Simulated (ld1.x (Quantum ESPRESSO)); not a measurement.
**Ranking RRKJ potentials for neodymium**

All share these settings but for the change named:

| Item | Value |
| --- | --- |
| Element | Nd (Z = 60) |
| Generator | ld1.x (Quantum ESPRESSO) 7.5 |
| Type | norm-conserving RRKJ (Kleinman–Bylander form) |
| Functional | LDA (PZ) |
| Relativity | scalar-relativistic |
| Frozen core | [Kr] 4d10 |
| Valence charge | 14 |
| Reference configuration | 4f4 5s2 5p6 5d0 6s0 6p0 (charge +2) |
| Partial waves | 5s (bound): rc 1.60 bohr; 5p (bound): rc 2.50 bohr; 5d (bound, empty): rc 2.85 bohr; 4f (bound): rc 1.10 bohr |
| Local potential | all-electron potential smoothed inside 1.70 bohr (lloc = -1) |
| Core correction | Bessel-smoothed model core inside 1.00 bohr |
| rho0 | 0.02 |

Cutoff: the first of the cutoffs (Ry, on a coarse ladder) from which the occupation-weighted sum of valence levels, in a spherical-Bessel basis at the reference potential, stays within 10 and 1 mRy of its value at 400 Ry; the density cutoff is not measured.

The base gives 180 Ry.

Of 7 variants that were run, those that failed, showed a ghost or another fault, or gave nearly equal values are left out.

A variant can come out equal or close to the base.

(1) Rank these variants from softest to hardest (loose cutoff).
A. wave 4f (bound): rc 1.10 bohr becomes 4f (bound): rc 1.52 bohr
B. wave 4f (bound): rc 1.10 bohr becomes 4f (bound): rc 1.18 bohr
C. wave 4f (bound): rc 1.10 bohr becomes 4f (bound): rc 1.64 bohr
D. wave 4f (bound): rc 1.10 bohr becomes 4f (bound): rc 1.02 bohr
E. wave 4f (bound): rc 1.10 bohr becomes 4f (bound): rc 1.34 bohr

Answers

(1) C (80 Ry), A (100 Ry), E (120 Ry), B (160 Ry), D (200 Ry).
